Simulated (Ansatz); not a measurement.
Ansatz (a first-principles code) input (B3LYP/6-31G* with LANL2DZ past Ar): The .json file joins the Basis Set Exchange's 6-31G* for atoms up to Ar and LANL2DZ past it.

Ansatz 0.2 input:
```yaml
crystal:
  periodic: [false, false, false]
  atoms:
    - {symbol: Al, position_ang: [-0.00000000, -0.00000000, -1.73111540]}
    - {symbol: Br, position_ang: [0.00000000, 0.00000000, 0.64298572]}
basis:
  gaussian:
    orbitals: 6-31Gs+LANL2DZ.json
hamiltonian:
  xc: {name: B3LYP}
phonons: {temperatures: {t_min: 298.15, t_max: 298.15, t_step: 100}}
```

Output:

```
Functional definition: B3LYP
integrals: 0.01 GiB planned
308 factors; integrals over basis functions are off by at most 3.4e-4 eV
mean field: 0.07 GiB planned
mean field evaluation 1: about -6956.1555 eV, gradient 1.1e1 eV
mean field evaluation 2: about -6955.5623 eV, gradient 1.6e1 eV
mean field evaluation 4: about -6956.6993 eV, gradient 1.0e-1 eV
mean field evaluation 8: about -6956.7007 eV, gradient 5.1e-4 eV
mean field -6956.70067498 eV, -255.6540343845 hartree, gradient 2.6e-5 eV, S^2 0.000000; 0 other end points of the search recorded, 0 dependent functions left out
the calculation of the forces begins
reference -6956.70085318 eV, -255.6540409331 hartree; 10, 10 occupied and 17, 17 virtual orbitals, 308 factors
these checks for a lower state are left out or cut short: stability, starts, cluster_reference, orbital_swaps, neighbouring_geometries, increment
integrals: 0.01 GiB planned
308 factors; integrals over basis functions are off by at most 3.4e-4 eV
mean field: 0.07 GiB planned
mean field evaluation 16: about -6956.7007 eV, gradient 2.4e-5 eV
mean field -6956.70067498 eV, -255.6540343845 hartree, gradient 4.1e-7 eV, S^2 0.000000; 0 other end points of the search recorded, 0 dependent functions left out
the calculation of the forces begins
reference -6956.70085318 eV, -255.6540409331 hartree; 10, 10 occupied and 17, 17 virtual orbitals, 308 factors
these checks for a lower state are left out or cut short: stability, starts, cluster_reference, orbital_swaps, neighbouring_geometries, increment
integrals: 0.01 GiB planned
308 factors; integrals over basis functions are off by at most 3.4e-4 eV
mean field: 0.07 GiB planned
mean field -6956.70067498 eV, -255.6540343845 hartree, gradient 4.1e-7 eV, S^2 0.000000; 0 other end points of the search recorded, 0 dependent functions left out
the calculation of the forces begins
reference -6956.70085318 eV, -255.6540409331 hartree; 10, 10 occupied and 17, 17 virtual orbitals, 308 factors
these checks for a lower state are left out or cut short: stability, starts, cluster_reference, orbital_swaps, neighbouring_geometries, increment
integrals: 0.01 GiB planned
308 factors; integrals over basis functions are off by at most 3.4e-4 eV
mean field: 0.07 GiB planned
mean field evaluation 32: about -6956.7007 eV, gradient 1.1e-6 eV
mean field -6956.70067498 eV, -255.6540343845 hartree, gradient 4.1e-7 eV, S^2 0.000000; 0 other end points of the search recorded, 0 dependent functions left out
the calculation of the forces begins
reference -6956.70085318 eV, -255.6540409331 hartree; 10, 10 occupied and 17, 17 virtual orbitals, 308 factors
these checks for a lower state are left out or cut short: stability, starts, cluster_reference, orbital_swaps, neighbouring_geometries, increment
integrals: 0.01 GiB planned
308 factors; integrals over basis functions are off by at most 3.4e-4 eV
mean field: 0.07 GiB planned
mean field -6956.70067498 eV, -255.6540343845 hartree, gradient 4.1e-7 eV, S^2 0.000000; 0 other end points of the search recorded, 0 dependent functions left out
the calculation of the forces begins
reference -6956.70085318 eV, -255.6540409331 hartree; 10, 10 occupied and 17, 17 virtual orbitals, 308 factors
these checks for a lower state are left out or cut short: stability, starts, cluster_reference, orbital_swaps, neighbouring_geometries, increment
integrals: 0.01 GiB planned
308 factors; integrals over basis functions are off by at most 3.4e-4 eV
mean field: 0.07 GiB planned
mean field -6956.70064464 eV, -255.6540332695 hartree, gradient 2.2e-6 eV, S^2 0.000000; 0 other end points of the search recorded, 0 dependent functions left out
the calculation of the forces begins
reference -6956.70082282 eV, -255.6540398173 hartree; 10, 10 occupied and 17, 17 virtual orbitals, 308 factors
these checks for a lower state are left out or cut short: stability, starts, cluster_reference, orbital_swaps, neighbouring_geometries, increment
integrals: 0.01 GiB planned
308 factors; integrals over basis functions are off by at most 3.3e-4 eV
mean field: 0.07 GiB planned
mean field -6956.70064925 eV, -255.6540334387 hartree, gradient 2.6e-6 eV, S^2 0.000000; 0 other end points of the search recorded, 0 dependent functions left out
the calculation of the forces begins
reference -6956.70082746 eV, -255.6540399881 hartree; 10, 10 occupied and 17, 17 virtual orbitals, 308 factors
these checks for a lower state are left out or cut short: stability, starts, cluster_reference, orbital_swaps, neighbouring_geometries, increment
integrals: 0.01 GiB planned
308 factors; integrals over basis functions are off by at most 3.4e-4 eV
mean field: 0.07 GiB planned
mean field -6956.70067498 eV, -255.6540343845 hartree, gradient 4.1e-7 eV, S^2 0.000000; 0 other end points of the search recorded, 0 dependent functions left out
the calculation of the forces begins
reference -6956.70085318 eV, -255.6540409331 hartree; 10, 10 occupied and 17, 17 virtual orbitals, 308 factors
these checks for a lower state are left out or cut short: stability, starts, cluster_reference, orbital_swaps, neighbouring_geometries, increment
integrals: 0.01 GiB planned
308 factors; integrals over basis functions are off by at most 3.4e-4 eV
mean field: 0.07 GiB planned
mean field evaluation 64: about -6956.7007 eV, gradient 1.1e-5 eV
mean field -6956.70067498 eV, -255.6540343845 hartree, gradient 4.1e-7 eV, S^2 0.000000; 0 other end points of the search recorded, 0 dependent functions left out
the calculation of the forces begins
reference -6956.70085318 eV, -255.6540409331 hartree; 10, 10 occupied and 17, 17 virtual orbitals, 308 factors
these checks for a lower state are left out or cut short: stability, starts, cluster_reference, orbital_swaps, neighbouring_geometries, increment
integrals: 0.01 GiB planned
308 factors; integrals over basis functions are off by at most 3.4e-4 eV
mean field: 0.07 GiB planned
mean field -6956.70067498 eV, -255.6540343845 hartree, gradient 4.1e-7 eV, S^2 0.000000; 0 other end points of the search recorded, 0 dependent functions left out
the calculation of the forces begins
reference -6956.70085318 eV, -255.6540409331 hartree; 10, 10 occupied and 17, 17 virtual orbitals, 308 factors
these checks for a lower state are left out or cut short: stability, starts, cluster_reference, orbital_swaps, neighbouring_geometries, increment
integrals: 0.01 GiB planned
308 factors; integrals over basis functions are off by at most 3.4e-4 eV
mean field: 0.07 GiB planned
mean field -6956.70067498 eV, -255.6540343845 hartree, gradient 4.1e-7 eV, S^2 0.000000; 0 other end points of the search recorded, 0 dependent functions left out
the calculation of the forces begins
reference -6956.70085318 eV, -255.6540409331 hartree; 10, 10 occupied and 17, 17 virtual orbitals, 308 factors
these checks for a lower state are left out or cut short: stability, starts, cluster_reference, orbital_swaps, neighbouring_geometries, increment
integrals: 0.01 GiB planned
308 factors; integrals over basis functions are off by at most 3.3e-4 eV
mean field: 0.07 GiB planned
mean field -6956.70064925 eV, -255.6540334387 hartree, gradient 2.6e-6 eV, S^2 0.000000; 0 other end points of the search recorded, 0 dependent functions left out
the calculation of the forces begins
reference -6956.70082746 eV, -255.6540399881 hartree; 10, 10 occupied and 17, 17 virtual orbitals, 308 factors
these checks for a lower state are left out or cut short: stability, starts, cluster_reference, orbital_swaps, neighbouring_geometries, increment
integrals: 0.01 GiB planned
308 factors; integrals over basis functions are off by at most 3.4e-4 eV
mean field: 0.07 GiB planned
mean field evaluation 96: about -6956.7006 eV, gradient 2.2e-6 eV
mean field -6956.70064464 eV, -255.6540332695 hartree, gradient 2.2e-6 eV, S^2 0.000000; 0 other end points of the search recorded, 0 dependent functions left out
the calculation of the forces begins
reference -6956.70082282 eV, -255.6540398173 hartree; 10, 10 occupied and 17, 17 virtual orbitals, 308 factors
Total energy: -6956.70085318 eV, -255.6540409331 hartree
Atom 0 at    -0.000000    -0.000000    -1.731115 Å, force    -0.000000    -0.000000    -0.000882 eV/Å
Atom 1 at     0.000000     0.000000     0.642986 Å, force     0.000000     0.000000     0.000882 eV/Å
Dipole moment:    -0.000000     0.000000    -0.492254 e Å
Vibrations: 347.80 cm⁻¹, zero-point energy 0.021561 eV
```

The blocks after the first are displaced geometries, from whose forces the wavenumbers follow.
